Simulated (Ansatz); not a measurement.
All numbers were calculated with Ansatz.

A structure relaxed at PBE0-D4/def2-TZVP, charge 0, multiplicity 1:

```xyz
24

C     0.504    0.216   -2.190
W     0.844   -0.115    0.058
C     2.562    0.548   -0.688
O     3.532    0.980   -1.117
C     0.626   -1.911   -0.760
O     0.453   -2.940   -1.233
C     2.175   -1.204    1.060
O     2.941   -1.831    1.640
C     0.336    1.119    1.977
C     0.087    1.986    0.881
C    -0.965    1.427    0.124
C    -1.391    0.206    0.727
Si   -2.746   -0.926    0.137
C    -0.573    0.029    1.886
H     1.180   -0.343   -2.833
H     0.625    1.278   -2.413
H    -0.518   -0.082   -2.430
H     1.067    1.277    2.756
H     0.605    2.909    0.668
H    -1.365    1.844   -0.788
H    -2.757   -0.952   -1.347
H    -2.499   -2.285    0.680
H    -4.070   -0.444    0.614
H    -0.651   -0.787    2.589
```

(1) Give its formula and SMILES.

(2) Point group (tolerance 0.08 Å, 0.16 Å for H)?

(3) Summarise the bond lengths by kind.

Results:

(1) C9H10O3SiW, `[CH3][W-3]1234([C]#[O+])([C]#[O+])([C]#[O+])[C@@H]5[C@H]1[C@H]2[C@@]3([SiH3])[C@@H]54`.

(2) C1.

(3) 9 × C–W 1.986 to 2.379 Å; 7 × C–H 1.079 to 1.092 Å; 3 × C–O 1.146 to 1.147 Å; 5 × C–C 1.411 to 1.430 Å; 1 × C–Si 1.861 Å; 3 × H–Si 1.484 to 1.487 Å.
